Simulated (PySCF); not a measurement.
Excited states of B⁺ (boron, charge +1)

Ground state [He] 2s2, ¹S. All numbers are calculated (PySCF 2.14, the non-relativistic Hamiltonian (point nucleus), in aug-cc-pVTZ (5s4p3d2f, 46 functions)). Vertical excitation energies in eV without spin-orbit coupling; excited terms of each kind are numbered among those the solver found. Frozen: nothing.

```csv
term,leading excitation,EOM-EE-CCSD,measured centre of gravity (NIST)
1 3P°,2s → p,4.620,4.631 (2s2p)
1 1P°,2s → p,9.168,9.100 (2s2p)
1 3S,2s → s,16.113,16.090 (2s3s)
2 3P°,2s → p,17.866,n/a
2 1P°,2s → p,17.892,n/a
1 3D,2s → d,18.679,n/a
1 1D,2s → d,19.279,n/a
```

Only the lower part of the computed list is shown. Doubly excited terms such as np² are absent. The solver can miss terms. Rydberg members are limited by the diffuse functions of the basis.
